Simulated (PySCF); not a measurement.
ReOCl3, SMILES [Cl][Re]([Cl])(=[O])[Cl] (connectivity only; charge and spin as stated), neutral, multiplicity 3.

Coordinates come from a r2SCAN-D4/def2-SVP optimisation. The spin state was assumed, not searched. The def2 effective core potentials stand for the cores of Re; spin–orbit coupling is left out.

Computed with PySCF with PBE/def2-TZVP.

Isolated molecule, no solvent.

```
Quantity                                                                                                         Value
---------------------------------------------------------------------------------------------  -----------------------
total energy                                                                                       -1533.78119 hartree
point group                                                                                                        C3v
α spin, highest occupied and lowest empty level                                                     -5.84 and -3.84 eV
β spin, highest occupied and lowest empty level                                                     -8.17 and -4.68 eV
dipole moment                                                                                                   0.10 D
quadrupole, principal values (traceless, Buckingham form, about the centre of nuclear charge)    -1.91, 0.95, 0.95 D·Å
mean static polarisability                                                                       82.2 bohr³ (12.19 Å³)
polarisability, principal values                                                                73.2, 86.8, 86.8 bohr³
⟨S²⟩                                                                                           2.008 (pure state 2.00)
```
